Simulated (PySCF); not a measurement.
Species: C₂H₅BClP.
Geometry (PBE0-D3(BJ)/def2-SVP, Å), atoms numbered from 1 in this order:
```
atom  x, y, z in Å
C1    -0.079    1.437    0.189
C2     1.004    1.792   -0.522
B3     2.311    0.964   -0.559
P4     2.502   -0.774    0.221
Cl5    3.760    1.735   -1.211
H6    -0.109    0.509    0.772
H7    -0.979    2.059    0.234
H8     0.974    2.743   -1.069
H9     1.338   -1.386   -0.324
H10    3.433   -1.318   -0.706
```

Jobs on this species (10 atoms, 54 electrons) with PySCF (density fitting). Hardware of each: one thread of an Arm Neoverse N1, shared host. The host was shared with other jobs, so the times are rough. Peak memory is the resident size of the whole Python process, interpreter and libraries included.

```tsv
level and settings	work	basis functions	SCF cycles	wall time	peak memory
delta-SCF UKS PBE, pcX-2 on the ionised atom, pcseg-1 elsewhere, spin-free X2C	ΔSCF core ionisation, 7 holes	145	?	?	?
delta-SCF UKS HF, pcX-2 on the ionised atom, pcseg-1 elsewhere, spin-free X2C	ΔSCF core ionisation, 7 holes	145	?	?	?
delta-SCF UKS PBE0, pcX-2 on the ionised atom, pcseg-1 elsewhere, spin-free X2C	ΔSCF core ionisation, 7 holes	145	100	75 s	0.54 GiB
PBE0-D3(BJ)/def2-SVP, grid level 1	geometry optimisation from a GFN2-xTB start shaken at random	103	41	38 s	0.42 GiB
delta-SCF UKS SCAN, def2-TZVP on the ionised atom, pcseg-1 elsewhere, spin-free X2C	ΔSCF core ionisation, 7 holes	122	114	57 s	0.54 GiB
delta-SCF UKS SCAN, pcX-1 on the ionised atom, pcseg-1 elsewhere, spin-free X2C	ΔSCF core ionisation, 7 holes	125	116	51 s	0.54 GiB
delta-SCF UKS B3LYP, pcX-2 on the ionised atom, pcseg-1 elsewhere, spin-free X2C	ΔSCF core ionisation, 7 holes	145	242	2.5 min	0.54 GiB
delta-SCF UKS SCAN, pcX-2 on the ionised atom, pcseg-1 elsewhere, non-relativistic	ΔSCF core ionisation, 7 holes	145	117	60 s	0.54 GiB
delta-SCF UKS SCAN, pcX-2 on the ionised atom, pcseg-1 elsewhere, spin-free X2C	ΔSCF core ionisation, 7 holes	145	119	63 s	0.52 GiB
```

Problem. Fill in the missing figures.

Solution. 
- delta-SCF UKS PBE, pcX-2 on the ionised atom, pcseg-1 elsewhere, spin-free X2C; ΔSCF core ionisation, 7 holes: 41 s, 0.54 GiB, 113 SCF cycles
- delta-SCF UKS HF, pcX-2 on the ionised atom, pcseg-1 elsewhere, spin-free X2C; ΔSCF core ionisation, 7 holes: 47 s, 0.54 GiB, 101 SCF cycles

Problem. What do all jobs in the table cost together?

Solution. About 9.7 min; the longest takes about 26 % of that, and about 3.9 times as long as the shortest.
